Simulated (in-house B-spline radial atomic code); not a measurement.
Configurations of Se, with energies counted from [Ar] 3d10 4s2 4p4. Method: non-relativistic r2SCAN0, spin-polarised, spherical fractional occupations, point nucleus. Calculated with an all-electron radial atomic-structure program (B-spline basis). Shells without spins written out take the highest spin.

Caution: exact exchange at fractional occupations of open shells leaves self-interaction of up to several eV.

Occupations are held fixed; configurations that lie above the ionisation limit could autoionise.

| configuration | E - E(ref) (eV) | highest orbital | its <r> (bohr) |
| --- | --- | --- | --- |
| [Ar] 3d10 4s2 4p(2 up, 2 down) | 1.7623 | 4p up | 2.309 |
| [Ar] 3d10 4s2 4p3 5s1 | 4.9924 | 5s up | 5.889 |
| [Ar] 3d9 4s2 4p4 4d1 | 67.956 | 4d up | 8.557 |
| [Ar] 3d9 4s2 4p4 5d1 | 68.538 | 5d up | 16.19 |
| [Ne] 3s2 3p5 3d10 4s2 4p4 5p1 | 168.66 | 5p up | 8.065 |
| [Ne] 3s2 3p(2 up, 3 down) 3d10 4s2 4p(1 up, 3 down) 5p(1 up, 0 down) | 168.71 | 5p up | 8.276 |
| [Ne] 3s2 3p5 3d10 4s2 4p4 4f1 | 170.12 | 4f up | 19.29 |

(1) Order these further configurations by energy, lowest first.
A. [Ar] 3d10 4s2 4p3 5d1
B. [Ne] 3s2 3p(2 up, 3 down) 3d10 4s2 4p(3 up, 1 down) 5d(0 up, 1 down)
C. [Ne] 3s2 3p5 3d10 4s2 4p4 5f1
D. [Ar] 3d(5 up, 4 down) 4s2 4p(3 up, 2 down)
E. [Ar] 3d10 4s1 4p4 5f1

(2) How far above the reference does [Ar] 3d10 4s2 4p(2 up, 1 down) 4d(0 up, 1 down) lie?

(3) How far above the reference does [Ar] 3d10 4s1 4p5 lie?

(4) How far above the reference does [Ar] 3d9 4s2 4p4 5f1 lie?

Results:

(1) A (7.5893 eV), E (19.755 eV), D (57.793 eV), B (170.3 eV), C (170.37 eV).

(2) 11.151 eV; its least bound orbital is 4d down with <r> = 9.643 bohr.

(3) 10.539 eV; its least bound orbital is 4p down with <r> = 2.407 bohr.

(4) 69.056 eV; its least bound orbital is 5f up with <r> = 32.55 bohr.
